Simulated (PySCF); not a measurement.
Molecule: `C1=CC=CCC=C1`, C7H8.

Geometry (Å), atoms numbered from 1 in this order:
```xyz
15

C     1.2913   -0.9758   -0.0977
C     1.5753    0.3431   -0.1710
C     0.6861    1.3938    0.2384
C    -0.6463    1.3537    0.1196
C    -1.3243    0.2500   -0.6285
C    -1.1411   -0.9456    0.2512
C     0.0592   -1.5175    0.4025
H     2.0849   -1.6861   -0.2945
H     2.5855    0.6406   -0.4242
H     1.1530    2.2590    0.6925
H    -1.2631    2.1253    0.5586
H    -2.3768    0.4657   -0.8022
H    -0.8204    0.0861   -1.5856
H    -2.0083   -1.3410    0.7608
H     0.1406   -2.4433    0.9581
```

Frames of a GFN2-xTB Langevin trajectory at 300 K; GIAO PBE0/pcSseg-1 shieldings in PySCF, gas phase, non-relativistic; equivalent atoms averaged within each frame.

Scale: 13C (σ = 186.93 ppm), 1H (σ = 31.72 ppm) vs TMS (reference shieldings calculated alike). The references are static minima.

How do the shifts (ppm) fluctuate along the trajectory?

Answers


| time (fs) | C1/C2 | C3/C7 | C4/C6 | C5 | H8/H9 | H10/H15 | H11/H14 | H12/H13 |
| --- | --- | --- | --- | --- | --- | --- | --- | --- |
| optimised geometry | 137.5 | 131.7 | 122.5 | 32.5 | 7.10 | 6.60 | 5.42 | 2.08 |
| 250 | 141.8 | 136.8 | 127.6 | 34.5 | 7.23 | 6.85 | 5.43 | 2.30 |
| 425 | 139.2 | 132.6 | 116.1 | 29.6 | 7.32 | 6.82 | 4.99 | 2.15 |
| 625 | 138.4 | 131.6 | 117.8 | 35.0 | 7.33 | 6.83 | 5.44 | 2.46 |
| 800 | 140.6 | 140.2 | 127.7 | 31.9 | 7.11 | 7.12 | 5.05 | 3.04 |
| 1000 | 140.1 | 132.8 | 129.5 | 34.0 | 6.69 | 6.43 | 6.19 | 2.82 |
| mean of frames | 140.0 | 134.8 | 123.7 | 33.0 | 7.14 | 6.81 | 5.42 | 2.55 |
| standard deviation | 1.3 | 3.6 | 6.3 | 2.2 | 0.27 | 0.25 | 0.48 | 0.37 |

5 frames give an uncertainty of the mean of about the standard deviation over 2.2 at best, since frames this close in time may not be independent; classical motion lacks zero-point vibration, and the reference would need the same averaging.
